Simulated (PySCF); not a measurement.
SMILES CC(C)[SiH2][SiH2]O[SiH3] (C₃H₁₄OSi₃), singlet at its GFN2-xTB optimised geometry (Å):

```
21

C      1.3725     0.9523     0.0000
C     -0.1538     0.9523     0.0000
C     -0.6776     2.3838     0.0000
Si    -0.8458    -0.0440     1.4819
Si     0.0015    -2.1859     1.4687
O     -0.8381    -3.0501     2.5584
Si    -1.9096    -3.6300     3.6153
H      1.7524     1.4218     0.9055
H      1.7598     1.5086    -0.8536
H      1.7643    -0.0625    -0.0498
H     -0.4860     0.4777    -0.9308
H     -0.3593     2.9045     0.9004
H     -1.7643     2.3972    -0.0327
H     -0.3031     2.9369    -0.8613
H     -0.5122     0.7239     2.6993
H     -2.3181     0.0369     1.3950
H      1.3943    -2.3427     1.9099
H     -0.1458    -2.9369     0.2134
H     -1.9317    -2.7084     4.7502
H     -1.4256    -4.9575     3.9852
H     -3.2052    -3.6829     2.9400
```

Computed with CAM-B3LYP/def2-SVP (PySCF). Cells within 0.4 Å of a nucleus heavier than hydrogen are left out (blank, or x).

Map of the electron localisation function on the plane z = 1.5 Å:

```
|0000000000000000000000000|
|0000000000000000000000000|
|0000000000354100000000000|
|0000000002899710000000000|
|0000000005999910000000000|
|0000000004999800000000000|
|0000000001798200474000000|
|0000000000010005999400000|
|0000000000000008999600000|
|0000244211221008999500000|
|0003999952243003896100000|
|0007999980403100110000000|
|0008999976x61100000000000|
|0007999981x05410000000000|
|0002899864499720000000000|
|0000133237999744410000000|
|0000000014701079996000000|
|000000000116x579999400000|
|000000001321x189999500000|
|0002200024410179999300000|
|0015610023321127885000000|
|0026730012210001220000000|
|0015630000000000000000000|
|0001210000000000000000000|
|0000000000000000000000000|
```
Scale: ten equal steps from 0.000 (start of '0') to 1.000 (end of '9'), in the order '0123456789'; x runs from -5.00 to 5.00, y from -5.00 (bottom) to 5.00 (top).
